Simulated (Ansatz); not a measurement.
`BBC[SiH3]`. Charge 0, multiplicity 1.

```xyz
12

B    -1.6335   -1.1418   -0.9118
B    -0.8860    0.2851   -0.5928
C    -0.1684    0.7240    0.7035
Si    1.6428    0.2056    0.5255
H    -1.0477   -2.0983   -1.3406
H    -2.8209   -1.2733   -0.7877
H    -0.8442    1.0531   -1.5264
H    -0.5119    0.2355    1.6202
H    -0.1377    1.8080    0.8498
H     2.2383    0.7642   -0.7162
H     2.4117    0.7134    1.6922
H     1.7574   -1.2754    0.4843
```

**Question.** What are the harmonic wavenumbers in cm⁻¹ at PBE0-D4/def2-TZVP (Ansatz, finite differences of forces, unscaled)? (An estimate is asked.)

**Answer.** Computed: 54, 112, 179, 203, 347, 457, 558, 588, 663, 724, 784, 874, 925, 941, 949, 951, 985, 1024, 1072, 1137, 1238, 1433, 2224, 2230, 2233, 2519, 2561, 2623, 3055, 3118.

**Question.** Is this a minimum?

**Answer.** Yes, all 30 modes are real.

**Question.** Give the ideal-gas thermochemistry at 298.15 K and 1 bar (rigid rotor, harmonic oscillator; point group C1, symmetry number 1).

**Answer.** Zero-point energy 219.9 kJ/mol; H(298) − E = 241.3 kJ/mol; entropy 340.9 J/(mol·K), of which translation 161.8, rotation 107.4, vibration 71.7; G(298) − E = 139.6 kJ/mol. Modes under 100 cm⁻¹ are hindered rotations or soft bends, so the harmonic entropy is rough.

**Question.** And at 400, 500, 600, 800 and 1000 K?

**Answer.** 
| T (K) | H − E (kJ/mol) | S (J/mol/K) | G − E (kJ/mol) |
| --- | --- | --- | --- |
| 400 | 254.1 | 377.8 | 103.0 |
| 500 | 269.1 | 411.2 | 63.5 |
| 600 | 286.0 | 441.9 | 20.9 |
| 800 | 324.1 | 496.5 | -73.1 |
| 1000 | 366.5 | 543.8 | -177.3 |
